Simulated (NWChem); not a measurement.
Species: C$_{4}$H$_{4}$ClF; SMILES FC1=C(Cl)CC1

```xyz
10

F      1.6996     1.2769     0.0000
C      0.4273     0.8989     0.0000
C     -0.2083    -0.2961     0.0000
Cl     0.2844    -1.9396     0.0000
C     -1.5837     0.3419     0.0000
C     -0.8321     1.7247     0.0000
H     -2.1942     0.1517     0.9066
H     -2.1942     0.1517    -0.9066
H     -1.0036     2.3431    -0.9057
H     -1.0036     2.3431     0.9057
```
Atoms are numbered in this order, from 1.

All runs: NWChem. The geometry was optimised at PBE-D3(BJ)/def2-SVP. Level: PBE/def2-SVP with SMD (1 M gas to 1 M solution), gas-phase geometry.

| solvent | dielectric constant | solvation free energy (kcal/mol) | cavity-dispersion-structure term (kcal/mol) | dipole in solution (D) |
|---|---|---|---|---|
| water | 78.4 | 0.8 | 3.0 | 2.57 |
| 1,4-dioxane | 2.21 | -2.1 | -1.0 | 2.22 |
| ethanol | 24.9 | -3.4 | -1.3 | 2.55 |
| N,N-dimethylformamide | 37.2 | -3.0 | -0.8 | 2.56 |
| dichloromethane | 8.93 | -4.3 | -2.3 | 2.49 |
| ethyl acetate | 5.99 | -3.6 | -1.8 | 2.44 |
